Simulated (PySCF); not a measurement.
**[FeCl5]3-: what the settings change**

[FeCl5]3- holds Fe(II), d6, at total charge -3. The structure is a PBE0-D3(BJ)/def2-TZVP, IEF-PCM water geometry optimised for multiplicity 5; coordination trigonal bipyramidal, point group Cs, metal–donor distances 2.37–2.62 Å.

```
6

Fe    0.000    0.000    0.000
Cl    0.041    0.082    2.613
Cl    0.041    0.082   -2.613
Cl    2.369   -0.331    0.000
Cl   -1.430    1.892    0.000
Cl   -1.174   -2.107    0.000
```

Method (PySCF 2.14, density fitting): CASSCF(6,5) with orbitals averaged over all microstates of the shell, strongly contracted NEVPT2 on the averaged canonical orbitals; basis x2c-TZVPall on the metal, x2c-SVPall elsewhere; spin-free X2C; IEF-PCM water; spin-orbit coupling by state interaction with the mean-field operator over all roots.

Base run: NEVPT2 ground state 5A'', next 5A'' at 577, then 5A' at 1828 cm⁻¹, B(CASSCF) 1124, ζ 397 cm⁻¹, μeff(300 K) 5.46 μB.

Q: What happens with the basis x2c-TZVPall on all atoms?

A: NEVPT2 ground state 5A'', next 5A'' at 516, then 5A' at 1911 cm⁻¹, B(CASSCF) 1124, ζ 397 cm⁻¹, μeff(300 K) 5.47 μB. It took 26 s against 12 s on a shared host of the same kind.

Q: What happens with orbitals averaged over the highest spin alone?

A: NEVPT2 ground state 5A'', next 5A'' at 561, then 5A' at 1700 cm⁻¹, B(CASSCF) 1148, ζ 405 cm⁻¹, μeff(300 K) 5.49 μB.

NEVPT2 lifts 5A' from 2072 to 2834 cm⁻¹; on the d shell alone such lifts tend to overshoot.
